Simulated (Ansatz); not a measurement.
```yaml
crystal:
  periodic: [false, false, false]
  atoms:
    - {symbol: O, position_ang: [-0.620527, 0.720605, -1.237951]}
    - {symbol: Mo, position_ang: [0.185989, -0.107382, 0.244579]}
    - {symbol: F, position_ang: [-1.327879, -1.062203, 0.515014]}
    - {symbol: F, position_ang: [0.734710, -0.938706, 1.662965]}
    - {symbol: F, position_ang: [1.009406, -1.560768, -0.889179]}
    - {symbol: F, position_ang: [-0.453141, 1.250882, 1.295386]}
    - {symbol: Cl, position_ang: [2.074997, 1.149146, 0.165447]}
    - {symbol: H, position_ang: [-1.534392, 0.459195, -1.645504]}
basis:
  gaussian: {orbitals: x2c-TZVPPall, fitting: {mean_field: def2-universal-jkfit}}
hamiltonian: {xc: {name: RPBE}}
scf: {lower_state_search: off}
relax: {f_tol: 0.0001, max_steps: 2}
output: {forces: true}
```

```sh
$ ansatz run in.yaml --threads 4 --pin off --events-out ev --progress --plain --max-ram 11315MiB
```

Problem. How does Ansatz answer? (Estimate.)

Solution. Computed: The run did not converge.
```
Functional definition: RPBE
786 factors; integrals over basis functions are off by at most 5.7e2 eV
mean field evaluation 1: about -139585.1746 eV, gradient 1.1e2 eV
mean field evaluation 2: about -139211.1015 eV, gradient 4.6e2 eV
mean field evaluation 4: about -139589.0403 eV, gradient 9.0e1 eV
mean field evaluation 8: about -139602.3799 eV, gradient 2.8e0 eV
mean field evaluation 16: about -139602.3942 eV, gradient 1.3e-3 eV
mean field -139602.39417714 eV, -5130.2933601085 hartree, gradient 3.4e-6 eV, S^2 0.000000; 0 other end points of the search recorded, 0 dependent functions left out
reference -139602.39425865 eV, -5130.2933631038 hartree; 52, 52 occupied and 238, 238 virtual orbitals, 786 factors
relax step   1: F+E_penalty+E_count = -139602.39417714 eV  Δ(F+E_penalty+E_count) = +0.000e0 eV  max|allowed force component| = 3.611e0 eV/Å  Δτ_max = 0.0000 Å  (21 SCF iters, accepted)
786 factors; integrals over basis functions are off by at most 5.7e2 eV
mean field -139602.92814629 eV, -5130.3129831129 hartree, gradient 1.8e-6 eV, S^2 0.000000; 0 other end points of the search recorded, 0 dependent functions left out
reference -139602.92822749 eV, -5130.3129860968 hartree; 52, 52 occupied and 238, 238 virtual orbitals, 786 factors
relax step   2: F+E_penalty+E_count = -139602.92814629 eV  Δ(F+E_penalty+E_count) = -5.340e-1 eV  max|allowed force component| = 1.946e0 eV/Å  Δτ_max = 0.1945 Å  (29 SCF iters, accepted)
Error: geometry relaxation did not converge after 2 steps: max|allowed force component| = 1.95e0 eV/Å (threshold 1.0e-4). Raise `relax.max_steps` over both its present limit and 2, loosen `relax.f_tol`, or start from a geometry closer to equilibrium. Where this run's directory can be resumed (`checkpoint.write`), a resume goes on for up to `relax.max_steps` more
```
